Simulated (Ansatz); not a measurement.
Reaction (hydrogenolysis of a C–F bond): `BC(B)(C)F` + H₂ → `BC(B)C` + H–F

Gas-phase electronic energies from Ansatz, PBE0-D4/def2-TZVP geometries. CCSD(T)/CBS adds triple-zeta CCSD(T) − MP2 to the extrapolated MP2 energy (def2 sets, frozen cores). This one scheme is used for every species. DFT in def2-TZVPP.

```csv
level,ΔE (kJ/mol)
PBE-D4,-91.8
ωB97X-V,-106.9
SCS-MP2/def2-TZVPP,-126.3
MP2/def2-QZVPP,-124.0
```

Question: What does CCSD(T)/CBS give? (An estimate is asked.)

Answer: Ansatz gave: -122.1 kJ/mol. The listed levels differ from it by 30.3, 15.2, -4.2, -1.9 kJ/mol.

Largest T1 diagnostic among the species: 0.012.

In def2-TZVPP, CCSD(T) changes the Hartree–Fock value by +31.7 kJ/mol (the triples alone add +7.7 kJ/mol) and MP2 by +29.2 kJ/mol. From PBE to PBE0 (25 % exact exchange), in def2-TZVPP and without D4, ΔE moves by −13.2 kJ/mol. The D4 term adds +3.3 kJ/mol with B3LYP and +1.6 kJ/mol with PBE0; it sums over pairs of atoms, weighted by their polarisabilities, and B3LYP, whose exchange is more repulsive, gets the larger term.

B3LYP here is the variant with VWN-RPA as its local correlation; programs differ in this.
